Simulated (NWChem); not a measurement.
Everything below was run with NWChem. System: H$_{4}$BO$_{2}$P, charge 0, spin multiplicity 1, at a geometry optimised with PBE/def2-SVP. The structure started from a generated list of species. Level: G0W0@PBE0/def2-SVPD, RI basis def2-svpd-rifit.

Output (cleaned and shortened):

```
             Northwest Computational Chemistry Package (NWChem) 7.3.0
             --------------------------------------------------------

                                NWChem Input Module
                                -------------------

 Scaling coordinates for geometry "geometry" by  1.889725989
 (inverse scale =  0.529177249)

 Turning off AUTOSYM since
 SYMMETRY directive was detected!

                             Geometry "geometry" -> ""
                             -------------------------

 Output coordinates in angstroms (scale by  1.889725989 to convert to a.u.)

  No.       Tag          Charge          X              Y              Z
 ---- ---------------- ---------- -------------- -------------- --------------
    1 B                    5.0000     0.33234100     0.37723800     0.00000000
    2 O                    8.0000     0.73206500     0.86789800    -1.21877800
    3 H                    1.0000     1.34117800     1.62812800    -1.16751100
    4 O                    8.0000     0.73206500     0.86789800     1.21877800
    5 H                    1.0000     1.34117800     1.62812800     1.16751100
    6 P                   15.0000    -1.01528900    -1.02925700     0.00000000
    7 H                    1.0000    -0.41387900    -1.79497900     1.05679500
    8 H                    1.0000    -0.41387900    -1.79497900    -1.05679500

 Effective nuclear repulsion energy (a.u.)     147.8350306235

            Nuclear Dipole moment (a.u.)
            ----------------------------
        X                 Y               Z
 ---------------- ---------------- ----------------
     0.0000151178     0.0000018897    -0.0000000000

      Symmetry information
      --------------------

 Group name             Cs
 Group number              2
 Group order               2
 No. of unique centers     5

      Symmetry unique atoms

     1    2    3    6    7


 Summary of "ao basis" -> "" (spherical)
 ------------------------------------------------------------------------------
       Tag                 Description            Shells   Functions and Types
 ---------------- ------------------------------  ------  ---------------------
 *                         def2-svpd                  on all atoms

 new library libraries.bse/

 Summary of "ri basis" -> "" (spherical)
 ------------------------------------------------------------------------------
       Tag                 Description            Shells   Functions and Types
 ---------------- ------------------------------  ------  ---------------------
 *                      def2-svpd-rifit               on all atoms

                                 NWChem DFT Module
                                 -----------------

 Summary of "ao basis" -> "ao basis" (spherical)
 ------------------------------------------------------------------------------
       Tag                 Description            Shells   Functions and Types
 ---------------- ------------------------------  ------  ---------------------
 B                         def2-svpd                 8       20   4s2p2d
 O                         def2-svpd                 9       23   4s3p2d
 H                         def2-svpd                 4        8   2s2p
 P                         def2-svpd                10       24   5s3p2d

 Summary of "ao basis" -> "ao basis" (spherical)
 ------------------------------------------------------------------------------
       Tag                 Description            Shells   Functions and Types
 ---------------- ------------------------------  ------  ---------------------
 B                         def2-svpd                 8       20   4s2p2d
 O                         def2-svpd                 9       23   4s3p2d
 H                         def2-svpd                 4        8   2s2p
 P                         def2-svpd                10       24   5s3p2d

      Symmetry analysis of basis
      --------------------------

        a'         70
        a"         52

            General Information
            -------------------
          SCF calculation type: DFT
          Wavefunction type:  closed shell.
          No. of atoms     :     8
          No. of electrons :    40
[...]
    26     -0.288379  2 O  py                57      0.288379  4 O  py
    28      0.242293  2 O  px                59     -0.242293  4 O  px
    29     -0.199777  2 O  py                60      0.199777  4 O  py
    96      0.056675  6 P  pz                14      0.037011  1 B  d  1

 Vector   19  Occ=2.000000D+00  E=-3.454377D-01  Symmetry=a'
              MO Center= -4.0D-01, -5.9D-01,  1.9D-14, r^2= 2.5D+00
   Bfn.  Coefficient  Atom+Function         Bfn.  Coefficient  Atom+Function
  ----- ------------  ---------------      ----- ------------  ---------------
    95      0.398864  6 P  py                92      0.311474  6 P  py
     6      0.222821  1 B  py               107     -0.185425  7 H  s
   115     -0.185425  8 H  s                 89     -0.181766  6 P  py
     5      0.178700  1 B  px                 2      0.157773  1 B  s
    25      0.143101  2 O  px                56      0.143101  4 O  px

 Vector   20  Occ=2.000000D+00  E=-2.674041D-01  Symmetry=a'
              MO Center= -1.1D+00, -9.0D-01, -7.4D-16, r^2= 2.2D+00
   Bfn.  Coefficient  Atom+Function         Bfn.  Coefficient  Atom+Function
  ----- ------------  ---------------      ----- ------------  ---------------
    94      0.490245  6 P  px                91      0.363185  6 P  px
    85     -0.321703  6 P  s                 88     -0.206753  6 P  px
    84     -0.185666  6 P  s                 87     -0.165708  6 P  s
     6      0.158995  1 B  py               107      0.106982  7 H  s
   115      0.106982  8 H  s                  2      0.100430  1 B  s

 Vector   21  Occ=0.000000D+00  E=-1.871658D-02  Symmetry=a'
              MO Center=  1.4D+00,  1.7D+00, -3.7D-13, r^2= 7.0D+00
   Bfn.  Coefficient  Atom+Function         Bfn.  Coefficient  Atom+Function
  ----- ------------  ---------------      ----- ------------  ---------------
     4      3.032847  1 B  s                 24     -2.135246  2 O  s
    55     -2.135246  4 O  s                  3      2.013893  1 B  s
    18      0.801566  1 B  d  0              32      0.616212  2 O  py
    63      0.616212  4 O  py                31      0.520712  2 O  px
    62      0.520712  4 O  px                87     -0.381082  6 P  s

 Vector   22  Occ=0.000000D+00  E= 1.560368D-02  Symmetry=a'
              MO Center= -1.6D-01, -2.5D-01,  5.3D-15, r^2= 4.4D+00
   Bfn.  Coefficient  Atom+Function         Bfn.  Coefficient  Atom+Function
  ----- ------------  ---------------      ----- ------------  ---------------
     4      1.018846  1 B  s                 24     -0.646622  2 O  s
    55     -0.646622  4 O  s                  9      0.463156  1 B  py
    87     -0.374693  6 P  s                  6     -0.362437  1 B  py
     5      0.283108  1 B  px                32     -0.225368  2 O  py
    63     -0.225368  4 O  py                95      0.194783  6 P  py

 Vector   23  Occ=0.000000D+00  E= 3.316704D-02  Symmetry=a"
              MO Center= -8.8D-02,  4.7D-02,  4.4D-14, r^2= 7.7D+00
   Bfn.  Coefficient  Atom+Function         Bfn.  Coefficient  Atom+Function
  ----- ------------  ---------------      ----- ------------  ---------------
    32      0.557314  2 O  py                63     -0.557314  4 O  py
    24      0.479854  2 O  s                 55     -0.479854  4 O  s
    17      0.388994  1 B  d -1              19     -0.293867  1 B  d  1
    33     -0.294055  2 O  pz                64     -0.294055  4 O  pz
    31      0.286402  2 O  px                62     -0.286402  4 O  px

 center of mass
 --------------
 x =  -0.06058269 y =  -0.00724941 z =   0.00000000

 moments of inertia (a.u.)
 ------------------
         438.629555461865        -214.127590935250          -0.000000000000
        -214.127590935250         381.017365774617           0.000000000000
          -0.000000000000           0.000000000000         444.564337501770

     Multipole analysis of the density
     ---------------------------------

     L   x y z        total         alpha         beta         nuclear
     -   - - -        -----         -----         ----         -------
     0   0 0 0      0.000000    -20.000000    -20.000000     40.000000

     1   1 0 0      0.980201      0.490093      0.490093      0.000015
     1   0 1 0      0.833134      0.416566      0.416566      0.000002
     1   0 0 1     -0.000000     -0.000000     -0.000000     -0.000000

     2   2 0 0    -22.951689    -62.415727    -62.415727    101.879766
     2   1 1 0      3.118014    -56.150301    -56.150301    115.418616
     2   1 0 1     -0.000000     -0.000000     -0.000000     -0.000000
     2   0 2 0    -19.115858    -81.692614    -81.692614    144.269370
     2   0 1 1      0.000000      0.000000      0.000000     -0.000000
     2   0 0 2    -25.838157    -64.211190    -64.211190    102.584223

 Task  times  cpu:        7.8s     wall:        7.8s

                                NWChem Input Module
                                -------------------

                                 NWChem GW Module
                                 ----------------

                             ***********************
                             ***        GW       ***
                             ***********************

 Summary of "ri basis" -> "ri basis" (spherical)
 ------------------------------------------------------------------------------
       Tag                 Description            Shells   Functions and Types
 ---------------- ------------------------------  ------  ---------------------
 B                      def2-svpd-rifit             20       64   7s6p5d2f
 O                      def2-svpd-rifit             20       64   7s6p5d2f
 H                      def2-svpd-rifit              9       23   4s3p2d
 P                      def2-svpd-rifit             24       78   9s6p6d3f

                 Memory Information
                 ------------------
          Available GA per process is          1699.9 MBs
          Available stack per process is        700.0 MBs
          Available heap per process is           0.0 MBs

          Peak memory in Initialization
              Peak GA per process is                  8.5 MBs
              Peak stack per process is               0.2 MBs
              Peak heap per process is                8.8 MBs
              Memory not in MA per process            0.0 MBs

          Peak memory in AFF Calculation
              Peak GA per process is                 44.7 MBs
              Peak stack per process is              31.8 MBs
              Peak heap per process is                0.0 MBs
              Memory not in MA per process           31.8 MBs

          Computing 2-center integrals
          Computing Inverse Cholesky factor
          Computing 3-center integrals
          Computing V_xc ...

          Computing Sigma_x
          Computing RPA polarizability
          Solving quasiparticle equations

                  Alpha Orbitals
          State     Energy (eV)     Error (eV)
          -----------------------------------
@GW        17        -12.296           0.005
@GW        18        -11.652           0.004
@GW        19        -11.264           0.004
@GW        20         -9.039           0.004
@GW        21          0.965           0.003
@GW        22          2.644           0.005

   Applying  -1.7626 eV scissor-shift to rest of particle states

   Applying   1.4747 eV scissor-shift to rest of hole states

     GW Timing Statistics
   ------------------------
   Init.   :          0.0s
     ERIs  :          0.7s
     Distr.:          0.0s
     Vxc   :          0.7s
   Sigma_x :          0.0s
   RPA     :          1.1s
   Wmn     :          0.0s
   Sigma_c :          0.0s
   GW total:          2.6s

 Task  times  cpu:        2.6s     wall:        2.6s

 Total times  cpu:       10.4s     wall:       10.4s
```

Problem. Write an NWChem input that would produce this output.

Solution. This is not unique; one that fits is 
```
start mol
memory heap 200 mb stack 700 mb global 1700 mb
geometry units angstroms nocenter noautoz
  B      0.332341     0.377238     0.000000
  O      0.732065     0.867898    -1.218778
  H      1.341178     1.628128    -1.167511
  O      0.732065     0.867898     1.218778
  H      1.341178     1.628128     1.167511
  P     -1.015289    -1.029257     0.000000
  H     -0.413879    -1.794979     1.056795
  H     -0.413879    -1.794979    -1.056795
  symmetry group Cs
end
basis spherical
  * library def2-svpd
end
basis "ri basis" bse spherical
  * library def2-svpd-rifit
end
dft
  xc pbe0
  iterations 100
  direct
  tolerances tight
end
task dft energy
gw
  states alpha occ 4 vir 2
end
task dft gw
```
